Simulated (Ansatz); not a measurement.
CH9BOSi2 can be A, `C[SiH2]OB[SiH3]`, or B, `B[SiH2]OC[SiH3]`.

Isolated molecules relaxed with PBE0-D4/def2-TZVP in Ansatz; ΔE leaves out vibrations. CCSD(T)/CBS adds triple-zeta CCSD(T) − MP2 to the extrapolated MP2 energy (def2 sets, frozen cores). Functionals use def2-TZVPP. B3LYP here is the variant with VWN-RPA as its local correlation; programs differ in this. One conformer a species, not always the lowest.

Problem. Which isomer does CCSD(T)/CBS put lower? Give the gap. (Best estimate.)

Solution. Ansatz gave: A, by 63.3 kcal/mol.

Problem. Give E(B) − E(A) in kcal/mol with CCSD(T)/def2-TZVPP, PBE-D4, r2SCAN-D4, B3LYP, HF/def2-TZVPP, ωB97M-V, B2PLYP. (An estimate is asked.)

Solution. The calculation gave: CCSD(T)/def2-TZVPP 63.0, PBE-D4 62.5, r2SCAN-D4 64.0, B3LYP 62.9, HF/def2-TZVPP 61.4, ωB97M-V 63.1, B2PLYP 63.5. None reverses the order clearly.

Largest T1 diagnostic: 0.013.

In def2-TZVPP, CCSD(T) changes the Hartree–Fock value by +1.6 kcal/mol (the triples alone add +0.3 kcal/mol) and MP2 by +3.2 kcal/mol.
